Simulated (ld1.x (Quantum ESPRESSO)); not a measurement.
# Transferability test, TM potential for niobium

Nb (Z = 41), norm-conserving Troullier–Martins (Kleinman–Bylander form), made with ld1.x (Quantum ESPRESSO) 7.5 (PBE, fully relativistic). Core [Ar] 3d10, reference 4s2 4p6 4d4 5s0 5p0 (charge +1). Waves: 4s (bound): rc 2.00 bohr; 4p (bound): rc 1.20 bohr; 4d (bound): rc 1.70 bohr. Local part: the d channel. Core correction: none.

Open shells are filled in proportion to 2j + 1 (rel_dist='average').

Energies are relative to the spin-unpolarised reference configuration 4s2 4p6 4d4 5s0 5p0; without spin polarisation the order of configurations can differ from experiment. The d channel is local and has no spin–orbit splitting in the pseudo-atom.

Question: Give the all-electron excitation energy and the error of the potential for: 4s2 4p6 4d4 5s1 5p0; 4s2 4p6 4d3 5s0 5p0; 4s2 4p6 4d2 5s0 5p0; 4s2 4p6 4d4.5 5s0.5 5p0; 4s2 4p6 4d3 5s1 5p0; 4s2 4p6 4d3 5s1 5p1; 4s2 4p6 4d5 5s0 5p0.

Answer:

```csv
valence configuration,charge,ΔE all-electron (eV),error AE − PS (meV)
4s2 4p6 4d4 5s1 5p0,0,-6.638,+401
4s2 4p6 4d3 5s0 5p0,+2,14.039,+0.9
4s2 4p6 4d2 5s0 5p0,+3,38.760,+4.1
4s2 4p6 4d4.5 5s0.5 5p0,0,-6.080,+184
4s2 4p6 4d3 5s1 5p0,+1,0.380,+637
4s2 4p6 4d3 5s1 5p1,0,-3.850,+529
4s2 4p6 4d5 5s0 5p0,0,-5.368,-1.0
```

Levels in the configuration 4s2 4p6 4d3 5s1 5p1:

| level | all-electron (eV) | pseudo (eV) |
| --- | --- | --- |
| 4s j=1/2 | -62.102 | -61.695 |
| 4p j=1/2 | -39.553 | -39.201 |
| 4p j=3/2 | -37.426 | -37.086 |
| 4d j=3/2 | -5.902 | -5.571 |
| 4d j=5/2 | -5.721 | -5.571 |
| 5s j=1/2 | -5.465 | -5.882 |
| 5p j=1/2 | -2.160 | -2.079 |
| 5p j=3/2 | -2.036 | -1.963 |
